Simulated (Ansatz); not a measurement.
Isomers of C2H7Sb (singlet), relaxed with PBE0-D4/def2-SVP; total energies from Ansatz at CCSD(T)/def2-TZVP.

```csv
isomer,description,energy (Eh)
A,SbH2Et (C2H7Sb),-319.82975
B,SbMe2H (C₂H₇Sb),-319.84048
```

In the def2 sets Sb takes a core potential; there is no spin–orbit coupling. Correlated methods freeze 6 core orbitals; core or outer-core shells of Sb are correlated, in sets that lack core-valence functions.

**Question.** Work out the relative energies (1 Eh = 2625.5 kJ/mol) and the Boltzmann populations at 500 K from electronic energies alone (R = 8.314 J/mol/K).

**Answer.** ΔE: A 28.2, B 0.0 kJ/mol. RT = 4.16 kJ/mol. Factors exp(−ΔE/RT): A 0.00114, B 1; sum 1.001. Populations: A 0.1 %, B 99.9 %. Zero-point energy, vibrational entropy and symmetry numbers are left out and can shift these; an error of 4 kJ/mol changes a ratio by a factor of 2.6. Over the other density-functional and correlated levels in def2 sets, the gap between B and A ranges from 14 to 28 kJ/mol.
